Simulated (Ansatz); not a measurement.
Ansatz (a quantum-chemistry and plane-wave program) input:

Ansatz 0.2 input:
```yaml
crystal:
  periodic: [false, false, false]
  atoms:
    - {symbol: Cu, position_ang: [-0.00000000, -0.00000000, -0.05332008]}
    - {symbol: H, position_ang: [0.00000000, 0.00000000, 1.54628228]}
basis:
  gaussian:
    orbitals: def2-TZVP
hamiltonian:
  xc: {name: wB97X-V}
magnetization: {spin_polarized: true, initial_magnetization: 2}
relax: {f_tol: 0.003, max_steps: 100}
```

### Question
What final total energy does it print?

### Answer
-1640.82903 Eh (wB97X-V/def2-TZVP). The basis has 51 functions.

This is an excited triplet: at this geometry the singlet lies 2.53 eV lower at CCSD(T)/CBS(def2-TZVPPD,def2-QZVPPD).
